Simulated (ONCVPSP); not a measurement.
# Configuration tests for Nd (Z = 60) (ONCV)

```json
{
  "Element": "neodymium",
  "Generator": "ONCVPSP 4.0.1",
  "Type": "optimised norm-conserving Vanderbilt (ONCV)",
  "Functional": "LDA (Perdew-Zunger)",
  "Relativity": "scalar-relativistic",
  "Frozen core": "[Kr] 4d10 4f3",
  "Valence charge": "11",
  "Reference configuration": "5s2 5p6 5d1 6s2",
  "Partial waves": "5s+6s: rc 2.45 bohr, ncon 4, nbas 8, qcut 5.2 1/bohr, 2 projectors; 5p: rc 2.00 bohr, ncon 4, nbas 7, qcut 8.6 1/bohr, 3 projectors, debl 1.2 Ha; 5d: rc 3.20 bohr, ncon 5, nbas 10, qcut 5.6 1/bohr, 1 projector",
  "Local potential": "polynomial inside 1.40 bohr (lpopt 5, dvloc0 0 Ha)",
  "Core correction": "none"
}
```

Energies are relative to the spin-unpolarised reference configuration 5s2 5p6 5d1 6s2; without spin polarisation the order of configurations can differ from experiment.

Task: Give the all-electron excitation energy and the error of the potential for: 5s2 5p6 5d1 6s1; 5s2 5p6 5d1 6s0; 5s2 5p6 5d0 6s0; 5s2 5p6 5d1 6s0 6p2.

Result:

```
valence configuration  charge  ΔE all-electron (eV)  error AE − PS (meV)
      5s2 5p6 5d1 6s1      +1                 6.470                 -1.1
      5s2 5p6 5d1 6s0      +2                18.173                 -1.0
      5s2 5p6 5d0 6s0      +3                37.848                  -45
  5s2 5p6 5d1 6s0 6p2       0                 5.500                 -0.5
```

Note: no bound ghost flagged; GHOST(+) flagged for s at 14.1 eV, p at 225.6 eV.
